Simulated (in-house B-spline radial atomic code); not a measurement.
Spin-orbit splittings of orbital energies (j = l + 1/2 less j = l - 1/2) and ratios of mean radii (lower j over upper j) along the 62-electron series, configuration [Kr] 4d10 4f14 5s2. Computed with an all-electron radial atomic-structure program (B-spline basis): Dirac-Hartree-Fock, average of the configuration, finite nuclei.

```csv
ion,Z,splitting of 4f (eV),radius ratio of 4f,splitting of 3d (eV),radius ratio of 3d,splitting of 4d (eV),radius ratio of 4d
W12+,74,2.4183,0.98798,64.156,0.9756,13.074,0.97868
Re13+,75,2.7052,0.98812,68.436,0.97491,14.127,0.97839
Os14+,76,?,?,?,?,?,?
Ir15+,77,?,?,?,?,?,?
Pt16+,78,3.7031,0.98821,82.59,0.97278,17.721,0.97743
Au17+,79,4.0846,0.98817,87.773,0.97204,19.072,0.97709
```

Fill in the row of Os14+.

splitting of 4f (eV): 3.0143; radius ratio of 4f: 0.98819; splitting of 3d (eV): 72.929; radius ratio of 3d: 0.97421; splitting of 4d (eV): 15.251; radius ratio of 4d: 0.97808.

Fill in the row of Ir15+.

splitting of 4f (eV): 3.3466; radius ratio of 4f: 0.98822; splitting of 3d (eV): 77.645; radius ratio of 3d: 0.9735; splitting of 4d (eV): 16.449; radius ratio of 4d: 0.97776.

With what power of Z does the column «splitting of 3d (eV)» change over this range?

A fit of the logarithm of its size against log Z from Z = 74 to 79 has slope 4.79. An unscreened hydrogenic electron would give 4 at low Z; screening makes the apparent power larger near the neutral end, and relativity raises it again at high Z.
